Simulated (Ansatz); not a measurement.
`O[Si](O)(F)[SeH]` + `CB(C)O` → `O[Si](O)(O)F` + `CB(C)[SeH]`  (redistribution)

Computed with Ansatz on PBE0-D4/def2-TZVP structures; ΔE is electronic, products minus reactants. CCSD(T)/CBS adds triple-zeta CCSD(T) − MP2 to the extrapolated MP2 energy (def2 sets, frozen cores). DFT in def2-TZVPP. B3LYP here is the variant with VWN-RPA as its local correlation; programs differ in this. HSE06 is defined as in plane-wave codes. For Se outer-core shells are correlated without core-valence functions, which leaves a few kJ/mol of doubt a bond. Scalar relativity is left out up to krypton. Each species was taken in one conformer, which may not be the lowest.

`O[Si](O)(F)[SeH]`:

Cartesian coordinates in Å:
```
O 0.456 -1.452 -0.330
Si -0.225 -0.005 -0.023
O -1.430 -0.279 1.023
F -0.774 0.611 -1.383
Se 1.178 1.534 0.849
H 1.287 -1.473 -0.805
H -1.740 -1.183 1.102
H 1.247 2.247 -0.432
```

`CB(C)O`:

Z-matrix (Å, degrees):
```
C
B 1 1.569
H 1 1.091 2 112.9
H 1 1.097 2 109.3 3 119.9
H 1 1.094 2 111.9 3 -123.4
C 2 1.576 1 122.0 3 167.9
O 2 1.364 1 116.9 3 -11.9
H 6 1.094 2 111.5 1 45.5
H 6 1.094 2 114.6 1 168.7
H 6 1.097 2 109.2 1 -70.9
H 7 0.961 2 112.9 1 -178.5
```

`O[Si](O)(O)F`:

```xyz
8

O    -0.461   -1.517   -0.109
Si   -0.077    0.053   -0.032
O     0.263    0.463    1.497
O     1.200    0.355   -0.980
F    -1.318    0.918   -0.538
H    -0.708   -1.887   -0.957
H    -0.419    0.360    2.161
H     1.520    1.255   -1.042
```

`CB(C)[SeH]`:

```xyz
11

C    -0.229    1.518    0.225
B    -0.280    0.001   -0.162
C     0.846   -0.993    0.275
Se   -1.794   -0.567   -1.227
H    -0.974    2.153   -0.258
H    -0.371    1.607    1.309
H     0.764    1.933    0.022
H     1.193   -0.781    1.291
H     1.713   -0.827   -0.377
H     0.586   -2.050    0.205
H    -1.454   -1.994   -1.304
```

| level | ΔE (kJ/mol) | difference from CCSD(T)/CBS |
| --- | --- | --- |
| LDA (SPW92) | 6.6 | 11.7 |
| PBE-D4 | 7.8 | 12.9 |
| revPBE-D4 | 6.1 | 11.2 |
| BLYP-D4 | 5.6 | 10.7 |
| r2SCAN-D4 | -1.1 | 4.0 |
| B97M-V | -1.5 | 3.6 |
| PBE0-D4 | 3.0 | 8.1 |
| B3LYP-D4 | 2.2 | 7.3 |
| r2SCANh-D4 | -2.0 | 3.1 |
| r2SCAN0-D4 | -3.4 | 1.7 |
| BHLYP-D4 | -1.9 | 3.2 |
| CAM-B3LYP-D4 | 2.2 | 7.3 |
| ωB97X-V | 2.3 | 7.4 |
| ωB97M-V | 3.2 | 8.3 |
| B2PLYP | -1.8 | 3.3 |
| PBE-QIDH | -3.9 | 1.2 |
| PBE | 8.1 | 13.2 |
| BLYP | 6.7 | 11.8 |
| r2SCAN | -0.9 | 4.2 |
| PBE0 | 3.3 | 8.4 |
| B3LYP | 2.7 | 7.8 |
| r2SCANh | -1.9 | 3.2 |
| r2SCAN0 | -3.2 | 1.9 |
| HSE06 | 3.3 | 8.4 |
| BHLYP | -2.3 | 2.8 |
| CAM-B3LYP | 2.5 | 7.6 |
| LC-ωPBE | 4.2 | 9.3 |
| HF/def2-SVP | 11.3 | 16.4 |
| CCSD/def2-SVP | 15.7 | 20.8 |
| CCSD(T)/def2-SVP | 16.4 | 21.5 |
| HF/def2-TZVPP | -7.9 | -2.8 |
| MP2/def2-TZVPP | -9.0 | -3.9 |
| SCS-MP2/def2-TZVPP | -8.0 | -2.9 |
| CCSD/def2-TZVPP | -7.7 | -2.6 |
| CCSD(T)/def2-TZVPP | -7.2 | -2.1 |
| HF/def2-QZVPP | -8.3 | -3.2 |
| MP2/def2-QZVPP | -7.9 | -2.8 |
| HF/CBS(def2) | -8.3 | -3.2 |
| MP2/CBS(def2) | -6.9 | -1.8 |
| CCSD/CBS(def2) | -5.6 | -0.5 |
| CCSD(T)/CBS | -5.1 | 0 |

Largest T1 diagnostic among the species: 0.011.

At CCSD(T), def2-SVP lies +21.5 kJ/mol from the extrapolated value and def2-TZVPP −2.1 kJ/mol. Leaving LDA and LC-ωPBE aside and taking each functional with its dispersion term where it has one, the values spread over 11.7 kJ/mol, from PBE-QIDH to PBE-D4.
